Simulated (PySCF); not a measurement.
## Ionisation energy of Au⁵¹⁺ by level of theory

Au⁵¹⁺ [Ar] 3d10 → Au⁵²⁺ [Ar] 3d9 [3d3/2^4 3d5/2^5, M_J = 5/2], as a difference of total energies. Calculation: PySCF 2.14, in an uncontracted even-tempered set (15 s from 14 bohr⁻², ratio 2.8; 13 p from 18 bohr⁻², ratio 2.8; 8 d from 18 bohr⁻², ratio 2.8; 3 f from 67 bohr⁻², ratio 3); the two-component X2C-1e Hamiltonian. Correlated levels: [Ne] frozen; the 78 highest virtual spinors dropped. "Screened" scales the spin-orbit matrix elements by Boettger's factors to mimic the two-electron term; Breit and QED terms are absent.

```
                    method  ionisation energy (eV)
           GHF (spin-free)                  4920.2
          GMP2 (spin-free)                  4921.5
 GHF (screened spin-orbit)                  4882.3
GMP2 (screened spin-orbit)                  4883.7
```

Breit and QED terms and the two-electron picture change are absent.

The spin-free rows lack the spin-orbit shift.

For comparison: 4888 ± 4 eV (measured; NIST Atomic Spectra Database, ionization energies).
